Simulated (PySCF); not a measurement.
**Successive ionisation energies of osmium**

Calculated with PySCF 2.14, two-component X2C-1e (Gaussian nucleus, no Breit or QED terms), each ion in its own even-tempered basis; GMP2 freezes the deep shells of the larger ions and drops the highest virtual spinors; eV.

```
  ion  configuration  GHF (spin-free)  GHF (screened spin-orbit)  GMP2 (screened spin-orbit)       NIST         kind
Os⁵⁴⁺       [Ar] 3d4           5244.0                     5283.8                      5284.7   5280 ± 5  theoretical
Os⁵⁵⁺       [Ar] 3d3           5387.2                     5424.1                      5424.9   5421 ± 5  theoretical
Os⁵⁶⁺       [Ar] 3d2           5531.1                     5577.7                      5577.4   5575 ± 5  theoretical
Os⁵⁷⁺       [Ar] 3d1           5668.3                     5720.7                      5720.2   5717 ± 6  theoretical
Os⁵⁸⁺           [Ar]           6235.5                     6119.3                      6120.3   6115 ± 6  theoretical
Os⁵⁹⁺   [Ne] 3s2 3p5           6357.1                     6243.8                      6244.9   6240 ± 7  theoretical
Os⁶⁰⁺   [Ne] 3s2 3p4           6479.6                     6380.4                      6380.9  6376 ± 10  theoretical
Os⁶¹⁺   [Ne] 3s2 3p3           6644.3                     6507.1                      6507.7  6503 ± 12  theoretical
Os⁶²⁺   [Ne] 3s2 3p2           6768.7                     7046.8                      7048.6  7039 ± 15  theoretical
Os⁶³⁺   [Ne] 3s2 3p1           6894.5                     7193.0                      7193.1  7185 ± 19  theoretical
Os⁶⁴⁺       [Ne] 3s2           7475.0                     7474.2                      7478.1  7468 ± 24  theoretical
Os⁶⁵⁺       [Ne] 3s1           7613.0                     7612.2                      7613.0  7610 ± 30  theoretical
```
